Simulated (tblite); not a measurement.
Start geometry of `N#Cc1cccc2ccccc12` from a force field or distance geometry (Å):
```
atom  x, y, z in Å
N1     2.4477    3.1578   -0.2239
C2     2.0038    2.0885   -0.1756
C3     1.4928    0.7451   -0.0920
C4     2.3975   -0.3076   -0.1083
C5     1.9457   -1.6303   -0.0260
C6     0.5746   -1.8876    0.0351
C7    -0.3555   -0.8370    0.0400
C8    -1.7242   -1.1163    0.1203
C9    -2.6692   -0.0981    0.1242
C10   -2.2610    1.2268    0.0623
C11   -0.8974    1.5240   -0.0161
C12    0.0835    0.5016   -0.0217
H13    3.4634   -0.1208   -0.1451
H14    2.6612   -2.4528   -0.0396
H15    0.2426   -2.9134    0.0911
H16   -2.0829   -2.1492    0.1801
H17   -3.7328   -0.3270    0.1827
H18   -2.9900    2.0264    0.0632
H19   -0.6095    2.5790   -0.0580
```

What comes out of this run: GFN2-xTB geometry optimisation, gas phase (tblite)?

```
atom  x, y, z in Å
N1     2.349    3.142   -0.221
C2     1.948    2.068   -0.164
C3     1.475    0.739   -0.094
C4     2.381   -0.301   -0.099
C5     1.933   -1.624   -0.032
C6     0.593   -1.898    0.040
C7    -0.362   -0.860    0.047
C8    -1.747   -1.119    0.120
C9    -2.650   -0.093    0.125
C10   -2.212    1.238    0.058
C11   -0.876    1.525   -0.014
C12    0.077    0.488   -0.021
H13    3.439   -0.090   -0.155
H14    2.655   -2.426   -0.037
H15    0.246   -2.920    0.092
H16   -2.078   -2.146    0.171
H17   -3.709   -0.300    0.182
H18   -2.938    2.037    0.063
H19   -0.534    2.549   -0.067
```

The energy falls by 12.2 kJ/mol over 31 L-BFGS steps, the largest force on an atom goes from 1.64 to 0.007 eV/Å, and the atoms move by 0.042 Å rms after alignment. The bond that changes most is C10–C11 (both ends aromatic CH carbon), which shortens by 0.030 Å. Bonds longer at the end by more than 0.005 Å: 4 of 20; shorter: 12. Among the angles that change most is C10–C11–H19, from 117.6° to 120.7°. Rotational constants go from 1508, 935.8, 577.5 to 1508, 964.4, 588.3 MHz. The orientation of the end geometry is arbitrary; only internal coordinates are fixed.

Hardware: an Arm Neoverse V1 with one thread, shared host with 32 logical CPUs at a one-minute load of 18. Cost: 0.27 s wall.

Its GFN2-xTB frequencies are all real (lowest 92 cm⁻¹).

All values are computed, not measured.
